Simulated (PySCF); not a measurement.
BClH, SMILES [BH]Cl (connectivity only; charge and spin as stated), charge +1, multiplicity 1. Geometry: ωB97X-D3(BJ)/def2-TZVPD. The multiplicity is an assumed one; other spin states were not compared. The isomer is the one that the SMILES or the coordinates give; other isomers of the formula were not compared.

TDA-ωB97X/def2-TZVPD in PySCF 2.14.0 puts the lowest singlet excitations at 7.28, 7.41, 7.41, 9.32, 9.32, 10.25 eV and the lowest triplet (TDA) at 6.46 eV.

Question: What are the lowest singlet roots from EOM-CCSD/aug-cc-pVDZ run with PySCF? (The exact figures need the calculation; the answer reports its results.)

Answer: 7.54, 7.56, 7.56, 9.42, 9.42, 9.65 eV; triplets 6.62, 7.14, 7.14 eV. S1 differs by 0.26 eV (second minus first; roots are paired by order, and the bases may differ).
